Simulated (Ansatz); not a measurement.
`N[SiH2]/C=C/[SiH3]` + HCl → `[SiH3]/C=C/[SiH2]Cl` + NH₃ at 400 K and 1 bar (ligand exchange at the Si–N bond).

Computed with Ansatz on PBE0-D4/def2-TZVP structures; ΔE is electronic, products minus reactants. CBS: MP2 limit from def2 TZ/QZ plus the TZ coupled-cluster correction, frozen cores. This one scheme is used for every species. Double bonds are as drawn, so ΔE can hold a change between cis and trans. One conformer a species, not always the lowest.

| species | CCSD(T)/CBS energy (Eh) | H − E (kJ/mol) | S (J/(mol·K)) |
| --- | --- | --- | --- |
| `N[SiH2]/C=C/[SiH3]` | -714.38479 | 304.8 | 427.1 |
| HCl | -460.38127 | 29.6 | 195.4 |
| `[SiH3]/C=C/[SiH2]Cl` | -1118.27689 | 238.1 | 417.2 |
| NH₃ | -56.50880 | 104.2 | 203.1 |

H − E and S are ideal-gas, rigid-rotor, harmonic terms from PBE0-D4/def2-TZVP, for one conformer and one mirror image of each species. 1 Eh = 2625.50 kJ/mol, R = 8.31446 J/(mol·K).

Task: By hand: ΔE, ΔH, ΔS and ΔG.

Result: ΔE = (-1118.27689) + (-56.50880) − (-714.38479) − (-460.38127) = -0.01963 Eh = -51.5 kJ/mol. Δ(H − E) = 238.1 + 104.2 − 304.8 − 29.6 = 7.9, so ΔH = -43.6 kJ/mol. ΔS = 417.2 + 203.1 − 427.1 − 195.4 = -2.2 J/(mol·K). ΔG = -43.6 − 400 × (-2.2)/1000 = -42.7 kJ/mol.

Task: By hand: the equilibrium constant, and the temperature at which ΔG would vanish if ΔH and ΔS stayed fixed.

Result: log₁₀ K = −ΔG/(RT ln 10) = 5.6. ΔG = 0 at ΔH/ΔS = 19818 K, far beyond where these terms or the molecules hold.

The number of gas molecules stays the same, so ΔS is small and ΔH decides. A doubt of 5 kJ/mol in ΔE shifts log₁₀ K by 0.7 here. Other conformers and mirror images would add mixing entropy, several J/(mol·K) or more a flexible species. Modes under 60 cm⁻¹, often nearly free rotors, make the harmonic entropy too high. These are equilibria of isolated gas molecules and say nothing of rates. Largest T1 diagnostic: 0.011 (customary marks: 0.02 for closed shells, 0.045 for open ones).
